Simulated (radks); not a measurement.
Results of a calculation; reference values are marked as such.
Ionisation of the hafnium ion Hf64+, [He] 2s2 2p4, to Hf65+, [He] 2s2 2p3, under several functionals. Dirac Kohn-Sham, spin-unpolarised, spherical densities, point nucleus; open shells are shared between the two j in proportion to 2j + 1; a radial shooting solver on a logarithmic mesh with Libxc functionals.

B86b exchange with PBE correlation: E(Hf64+) (hartree) -9300.9247; Exc (hartree) -109.6338; IE (eV) 15802.7; -e(HOMO) (eV) 15208.6; <r> HOMO (bohr) 0.07135; IE error (eV) +451.7
PBE: E(Hf64+) (hartree) -9300.1355; Exc (hartree) -108.8393; IE (eV) 15801.6; -e(HOMO) (eV) 15207.6; <r> HOMO (bohr) 0.07135; IE error (eV) +450.6
PW91: E(Hf64+) (hartree) -9300.7056; Exc (hartree) -109.4134; IE (eV) 15803.6; -e(HOMO) (eV) 15209.3; <r> HOMO (bohr) 0.07135; IE error (eV) +452.6
LDA (Slater exchange, VWN5 correlation): E(Hf64+) (hartree) -9291.6492; Exc (hartree) -100.3002; IE (eV) 15795.4; -e(HOMO) (eV) 15201.8; <r> HOMO (bohr) 0.07136; IE error (eV) +444.4
OLYP: E(Hf64+) (hartree) -9300.6865; Exc (hartree) -109.4026; IE (eV) 15807.8; -e(HOMO) (eV) 15214.8; <r> HOMO (bohr) 0.07133; IE error (eV) +456.8
exchange-only LDA: E(Hf64+) (hartree) -9290.4979; Exc (hartree) -99.1470; IE (eV) 15791.5; -e(HOMO) (eV) 15197.9; <r> HOMO (bohr) 0.07136; IE error (eV) +440.5
SOGGA: E(Hf64+) (hartree) -9296.4418; Exc (hartree) -105.1234; IE (eV) 15797.8; -e(HOMO) (eV) 15204.1; <r> HOMO (bohr) 0.07136; IE error (eV) +446.8

NIST Atomic Spectra Database: 15351 eV (theoretical). Closest: exchange-only LDA. The Delta-SCF values span 16.37 eV, the total energies 10.43 hartree. The highest occupied level is 2p3/2. Spin polarisation and multiplet splitting are left out, so open shells lie too high by an amount that depends on their filling. Sharing an open shell by 2j + 1 raises it above the true ground level by a part of the spin-orbit splitting, which enters the differences from NIST.

Beside tabulated values, note that spin-unpolarised runs miss the spin-polarisation part of the exchange energy of open shells.
